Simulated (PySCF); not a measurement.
How good is the calculation?

Structure with atom numbers: `[O:1]=[C:2]([OH:3])[c:4]1[cH:5][cH:6][o:7][cH:8]1`. Each H is labelled by its parent atom.

Published estimates (parent shift plus substituent increments) and measurements: δ 1H H(C8) 8.12; H(C6) 7.45; H(C5) 6.78 ppm (estimated from measurements, as parent shift plus tabulated substituent increment; solution, not stated per compound (mostly CDCl3 or CCl4); Pretsch, Buehlmann, Badertscher, Structure Determination of Organic Compounds, 4th ed. (2009)).

- σ from GIAO-B97-2/pcSseg-2
- coordinates at the PBE0-D3(BJ)/def2-TZVP level
- run in PySCF 2.14.0 with density-fitted response routines
- in vacuum, a single conformation, relativity neglected

Problem. How close does the calculation come?

Solution. 
Reference values: estimated from measurements, as parent shift plus tabulated substituent increment (solution, not stated per compound (mostly CDCl3 or CCl4); Pretsch, Buehlmann, Badertscher, Structure Determination of Organic Compounds, 4th ed. (2009)).
```json
{"atoms": "H(C8)", "quantity": "δ 1H", "reference": "8.12", "computed": "8.33", "computed, scaled": "7.96"}
{"atoms": "H(C6)", "quantity": "δ 1H", "reference": "7.45", "computed": "7.51", "computed, scaled": "7.19"}
{"atoms": "H(C5)", "quantity": "δ 1H", "reference": "6.78", "computed": "7.00", "computed, scaled": "6.71"}
```

Computed shifts are σ(ref) − σ with the named reference compound (TMS for H and C) calculated as an isolated molecule at the same level. The measured values may be among those fitted. Expected solution values come from regression of measured δ (H and C: mostly CDCl3, vs TMS) on computed σ: 1H: δ = 29.81 − 0.938σ (rms 0.14 ppm, 293 shifts, 0.16 ppm with the 4 outliers that the fit left out). A few per cent of atoms miss by over 2 rms, more outside the fitted compound classes. H not on carbon is unscaled (vs computed TMS).

Problem. How far are the unscaled 1H shifts from the references?

Solution. Mean signed difference +0.16 ppm, mean absolute 0.16 ppm over 3 comparisons; the largest is +0.22 ppm at H(C5) (hydrogen on an aromatic CH).
